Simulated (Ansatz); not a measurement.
```yaml
crystal:
  periodic: [false, false, false]
  atoms:
    - {symbol: Si, position_ang: [-0.200970, 1.205884, -0.495167]}
    - {symbol: C, position_ang: [0.276022, -0.415298, 0.167325]}
    - {symbol: C, position_ang: [0.450476, -1.652108, 0.603681]}
    - {symbol: O, position_ang: [-0.822280, -1.769751, 0.586954]}
    - {symbol: H, position_ang: [-0.948997, 1.054925, -1.734918]}
    - {symbol: H, position_ang: [-1.117432, 1.879665, 0.492854]}
    - {symbol: H, position_ang: [1.050073, 1.903818, -0.661254]}
    - {symbol: H, position_ang: [1.308418, -2.270304, 0.943508]}
basis:
  gaussian: {orbitals: def2-TZVPP}
total_charge: 1
magnetization: {spin_polarized: true, initial_magnetization: 1}
hamiltonian: {xc: {name: RPBE}}
scf: {max_iter: 3}
```

```sh
$ ansatz run in.yaml --threads 2 --pin off --events-out ev --progress --plain --max-ram 4352MiB
```

Q: How does Ansatz answer? (An estimate is asked.)

A: The calculation gave: The input was rejected before any iteration.
```
Error: invalid value for `basis.gaussian`: such a run doesn't read scf.max_iter; remove what it names
```
